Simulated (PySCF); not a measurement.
A structure optimised at PBE-D3(BJ)/def2-SVP, used in a PySCF frequency run:

```
C
H 1 1.1116
H 1 1.1116 2 107.16
C 1 1.5274 2 112.68 3 124.50
H 4 1.1079 1 110.62 2 178.71
H 4 1.1079 5 107.36 1 120.79
H 4 1.1099 5 108.34 6 116.81
Sb 1 2.1885 2 106.58 3 -113.79
F 8 1.9635 1 92.33 2 -74.93
F 8 1.9635 9 95.84 6 73.00
```
Charge 0, spin multiplicity 1.

**Question.** Write its SMILES, formula and point group.

**Answer.** C[CH2][Sb]([F])[F], C₂H₅F₂Sb, Cs

**Question.** What are its rotational constants (standard atomic weights)?

**Answer.** 3.3900, 2.1579, 1.9979 GHz
